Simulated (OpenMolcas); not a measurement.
Ir6+: moving or changing the point charges

Ir6+ among 6 point charges of -1.7 e arranged as a trigonal prism (D3h), 1.83 Å from the ion, with a polar angle of 48.6° against the regular 49.1°.

| Property | Result |
| --- | --- |
| Program | OpenMolcas 26.06 |
| Method | SS-CASPT2, IPEA 0.25 Eh, imaginary shift 0.1 Eh (closed shells correlated: 4f 5s 5p) |
| Basis | ANO-RCC-VDZP [7s6p4d2f] |
| Scalar Hamiltonian | DKH2, point nucleus |
| Active space | 3 electrons in 5 orbitals (5d) |
| State averaging | 2S+1 = 4 even, 10 roots; 2S+1 = 2 even, 40 roots |
| Spin-orbit coupling | state interaction with AMFI integrals over the reference wave functions |

Runs around this geometry, states (labels of D3, the rotations of D3h). Energies in cm-1 above the lowest state or level, χT in cm3 K/mol.

```json
{"R (Å)": "1.83", "q (e)": "-1.36", "Polar angle / regular": "0.99", "Ground state": "4A2", "First state of that spin": "4E 4530", "First gap with spin-orbit (degeneracies)": "4010 (2, 2)", "χT at 300 K": "0.078", "First state of another spin": "2E 15980"}
{"R (Å)": "1.7", "q (e)": "-1.7", "Polar angle / regular": "0.99", "Ground state": "4A2", "First state of that spin": "4E 8540", "First gap with spin-orbit (degeneracies)": "5810 (2, 2)", "χT at 300 K": "0.113", "First state of another spin": "2E 15860"}
{"R (Å)": "1.83", "q (e)": "-1.7", "Polar angle / regular": "0.99", "Ground state": "4A2", "First state of that spin": "4E 5870", "First gap with spin-orbit (degeneracies)": "5050 (2, 2)", "χT at 300 K": "0.085", "First state of another spin": "2E 15950"}
{"R (Å)": "2", "q (e)": "-1.7", "Polar angle / regular": "0.99", "Ground state": "4A2", "First state of that spin": "4E 3700", "First gap with spin-orbit (degeneracies)": "3690 (2, 2)", "χT at 300 K": "0.076", "First state of another spin": "2E 15970"}
{"R (Å)": "1.83", "q (e)": "-1.7", "Polar angle / regular": "1.07", "Ground state": "4A2", "First state of that spin": "4E 4430", "First gap with spin-orbit (degeneracies)": "2030 (2, 2)", "χT at 300 K": "0.087", "First state of another spin": "2E 16160"}
```

Taking the first state of the same spin as R^-n, n = -ln(3700 / 8540) / ln(2 / 1.7) = 5.1 between the shortest and longest distance.

Scaling the charges by -1.36 / -1.7 = 0.80 scales the first state of the same spin by 4530 / 5870 = 0.77; with fixed orbitals a first-order splitting would follow the charge.

Roots that are degenerate in the reference are averaged as groups; the widest CASPT2 spread within a group is 130 cm-1 (the 2-fold group of multiplicity 4 near 20000 cm-1 above the lowest state of its run, R = 1.7, q = -1.7, ratio = 0.99). Shifts and gaps below about the spread of the groups concerned are not significant. Free-ion shares, where given, are those of the reference states; single-state CASPT2 does not remix them. Spin-orbit coupling mixes the spin-free states strongly: the lowest level takes only 39 % from its leading state, 4A2 (figures for R = 1.83, q = -1.36, ratio = 0.99; the like holds for R = 1.7, q = -1.7, ratio = 0.99, R = 1.83, q = -1.7, ratio = 0.99, R = 2, q = -1.7, ratio = 0.99, R = 1.83, q = -1.7, ratio = 1.07). Point charges carry no covalency, so the field is a model and not that of real ligands. An unlabelled pair can be two single states that coincide in this model. No measured value stands beside these numbers.
